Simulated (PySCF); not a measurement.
# Structure elucidation problem

The spectra below were simulated for a compound C₇H₁₁ClSi.

1H NMR (500 MHz, computed): δ 2.38 (q, 2H), 2.20 (m, 1H), 1.77 (m, 1H), 1.48 (m, 2H), 1.48 (m, 2H), 1.15 (t, 3H).

13C{1H} NMR (computed): δ 117.6 (C), 82.8 (C), 27.5 (CH2), 19.1 (CH2), 17.5 (CH2), 15.3 (CH3).

- geometry from PBE0-D3(BJ)/def2-SVP
- GIAO PBE/pcSseg-1 shieldings
- code: PySCF 2.14.0 with density-fitted response routines
- no relativistic terms, isolated molecule, one averaged value for each set of equivalent atoms, one conformer

Chemical shifts δ = σref − σ; 1H (σ = 31.20 ppm) and 13C (σ = 180.03 ppm) vs TMS, all at this level.

Question: What is the structure?

Answer: 
Rings plus π bonds: 3 (1 ring in the answer). 6 carbon signals for 7 carbons: some carbons are equivalent by symmetry or fast rotation. Carbon types of the structure: 2 × C, 4 × CH2, 1 × CH3, which accounts for all hydrogens. δC 117.6, 82.8: alkyne carbon. δC 27.5: sp3 CH2 bonded to Si. δC 19.1: sp3 CH2 in a ring; saturated and bonded to C and H only. δC 17.5: propargylic sp3 CH2; a saturated carbon with 2 carbon neighbours and no heteroatom attached. δC 15.3: methyl carbon; saturated and bonded to C and H only. δH 2.20, 1.77: hydrogen on an sp3 CH2 in a ring. δH 1.48, 1.48: hydrogen on an sp3 CH2 bonded to Si.

The compound is SMILES CCC#C[Si]1(Cl)CCC1.

The shifts were computed for this structure.

Shifts are as computed. Against solution values, carbons near 30 ppm lie about +2 ppm off and those near 130 ppm about +2 ppm. Of 1211 compounds with measured shifts, 218 miss one by over three times the rms of a fit or turn the order of signals round; such compounds aren't used in these exercises. No couplings were computed; multiplicities are counted from neighbouring protons, with m where these are inequivalent, close in shift, in a saturated or five-membered ring or joined by F or P, and br s for small geminal =CH2 splittings.
